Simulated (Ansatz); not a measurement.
Two structures of AlH5SeS, closed shell, reached by relaxing down either side of one saddle point (PBE0-D4/def2-TZVP). Energies are electronic, without zero-point energy. Ansatz 0.2.0; basis: def2-TZVPP and def2-QZVPP; cores frozen in the correlated methods. Filled d shells of the heavier atoms are correlated. The def2 sets are not built for correlating such inner shells, so the correlated values are less sure here. Extrapolation: Hartree–Fock as exp(−7.88 √X), correlation as X^−2.97. First:

Al1  (-1.022, 0.136, -0.370)
S2  (0.075, 2.059, -0.231)
H3  (-0.991, -0.624, -1.765)
H4  (-2.195, -0.035, 0.686)
H5  (1.847, -1.165, 0.179)
Se6  (0.634, -1.586, 0.892)
H7  (0.728, 1.879, -1.391)
H8  (0.924, -0.665, 1.999)
(Å)

Second:

```json
{"atom": "Al1", "x (Å)": "-0.9768", "y (Å)": "-0.3865", "z (Å)": "-0.1511"}
{"atom": "S2", "x (Å)": "0.4557", "y (Å)": "1.6736", "z (Å)": "-0.6275"}
{"atom": "H3", "x (Å)": "-1.5386", "y (Å)": "-0.5169", "z (Å)": "-1.6297"}
{"atom": "H4", "x (Å)": "-1.7942", "y (Å)": "0.2640", "z (Å)": "1.0447"}
{"atom": "H5", "x (Å)": "1.1949", "y (Å)": "1.5951", "z (Å)": "0.4925"}
{"atom": "Se6", "x (Å)": "0.6444", "y (Å)": "-2.0106", "z (Å)": "0.4013"}
{"atom": "H7", "x (Å)": "1.3796", "y (Å)": "1.0185", "z (Å)": "-1.3520"}
{"atom": "H8", "x (Å)": "0.6350", "y (Å)": "-1.6372", "z (Å)": "1.8218"}
```

Q: Which bonds change from the first to the second?

A: AlH₃S ([AlH2][SH]) + H₂Se → AlH₃Se ([AlH2][SeH]) + H₂S (still joined by a long Al–S bond); bonds formed: S2–H5; dative contacts that become bonds: Al1–Se6; bonds broken: H5–Se6; bonds weakened to dative contacts: Al1–S2.

Q: Give the saddle point's structure and its height above each. (To be estimated.)

A: By the calculation: 0.428 eV above the first and 0.544 eV above the second (CCSD(T) at an estimated basis limit (MP2 extrapolated from triple and quadruple zeta, plus CCSD(T) − MP2 in triple zeta)).
```csv
atom,x (Å),y (Å),z (Å)
Al1,-0.9818,-0.0853,-0.2571
S2,0.5451,1.7023,-0.2242
H3,-1.2972,-0.5278,-1.7428
H4,-2.0142,0.0740,0.9294
H5,1.1803,0.1415,0.2633
Se6,0.9499,-1.5415,0.5529
H7,0.9603,1.4905,-1.4846
H8,0.6575,-1.2537,1.9632
```

No T1 diagnostic of these runs exceeds 0.010.

Labels in which every atom is bracketed show which atoms are joined, not bond orders.

For scale, one of the runs: CCSD(T)/def2-TZVPP, 202 basis functions, launched by `ansatz run in.yaml --threads 4 --pin off --events-out ev --progress --plain --max-ram 9574MiB`. Hardware: 4 CPU threads of an Intel Xeon, shared host. Wall time 26 s; peak host memory 2.3 GiB.
